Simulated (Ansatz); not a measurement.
Relaxation of C₂H₆N₂Se (11 atoms, charge 0, multiplicity 1), to a largest force component of 0.015 eV/Å in at most 40 steps.

Theory: RHF/def2-SVP (Ansatz).

```xyz
11
Properties=species:S:1:pos:R:3:forces:R:3
N -0.702 1.125 1.049 -0.73 0.44 5.07
C -0.686 -0.153 0.407 0.48 1.27 1.32
N 0.630 -0.720 0.463 3.18 2.15 -0.37
C 0.920 -0.782 -0.974 -1.93 -2.51 0.25
Se -0.857 -0.049 -1.544 0.62 -0.32 0.01
H -1.261 1.003 2.003 1.77 0.73 -3.18
H 0.273 1.398 1.388 -2.42 -0.49 -1.13
H -1.387 -0.829 0.846 -0.85 -0.20 0.14
H 1.344 -0.005 0.903 -2.45 -2.55 -1.17
H 1.701 -0.166 -1.294 1.56 0.53 -0.66
H 0.936 -1.848 -1.277 0.77 0.95 -0.28
```

Where does it end, and by what steps?

It converged. After 9 steps the energy has fallen by 1.207 eV; H7 moved furthest, 0.73 Å.

```
step  energy less start (eV)  largest force component (eV/Å)  accepted
   0                  0.0000                           5.075       yes
   1                 -0.9297                           1.357       yes
   2                 -1.0805                           0.894       yes
   3                 -1.1551                           0.773       yes
   4                 -1.1726                           0.893       yes
   5                 -1.2023                           0.121       yes
   6                 -1.2037                           0.142       yes
   7                 -1.2047                           0.071       yes
   8                 -1.2056                           0.078       yes
   9                 -1.2067                           0.009       yes
```

```xyz
11
Properties=species:S:1:pos:R:3
N -0.804 1.099 1.169
C -0.718 -0.143 0.491
N 0.568 -0.825 0.418
C 0.939 -0.772 -0.981
Se -0.805 -0.009 -1.486
H -0.810 0.998 2.168
H -0.109 1.764 0.884
H -1.498 -0.793 0.881
H 1.257 -0.489 1.065
H 1.771 -0.107 -1.215
H 1.122 -1.749 -1.425
```

Whether the end is a true minimum wasn't checked by a vibrational analysis.

The run took 26 s on 2 threads of Arm Neoverse V1 (shared host), peak memory 0.29 GiB.
